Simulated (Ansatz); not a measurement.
Consider the substitution at a C–Al bond: `C=[C](C)[AlH2]` + `BN` → `BNC(=C)C` + `[AlH3]`.

Program: Ansatz. Geometries: PBE0-D4/def2-TZVP. ΔE: electronic, gas phase. CCSD(T)/CBS is the MP2 limit (def2-TZVPP, def2-QZVPP) plus CCSD(T) − MP2 in def2-TZVPP, frozen cores. This one scheme is used for every species. Functionals use def2-TZVPP. B3LYP here is the variant with VWN-RPA as its local correlation; programs differ in this. One conformer a species, not always the lowest.

Task: Is it downhill or uphill in electronic energy at CCSD(T)/CBS, and by how much? (Estimate.)

Result: Ansatz gave: Uphill: ΔE = +38.9 kJ/mol.

Task: What do these levels give: PBE0-D4, B3LYP-D4, ωB97X-V, ωB97M-V, B2PLYP, PBE0, MP2/def2-TZVPP, SCS-MP2/def2-TZVPP, CCSD/def2-TZVPP, HF/def2-QZVPP, MP2/def2-QZVPP, CCSD/CBS(def2)? (Best estimate.)

Result: Ansatz gave: PBE0-D4 33.4, B3LYP-D4 34.8, ωB97X-V 34.4, ωB97M-V 38.6, B2PLYP 39.0, PBE0 35.3, MP2/def2-TZVPP 39.6, SCS-MP2/def2-TZVPP 38.9, CCSD/def2-TZVPP 38.3, HF/def2-QZVPP 37.0, MP2/def2-QZVPP 40.1, CCSD/CBS(def2) 39.2 kJ/mol.

Largest T1 diagnostic among the species: 0.013.

The D4 term adds −3.3 kJ/mol with B3LYP and −1.9 kJ/mol with PBE0; it sums over pairs of atoms, weighted by their polarisabilities, and B3LYP, whose exchange is more repulsive, gets the larger term.
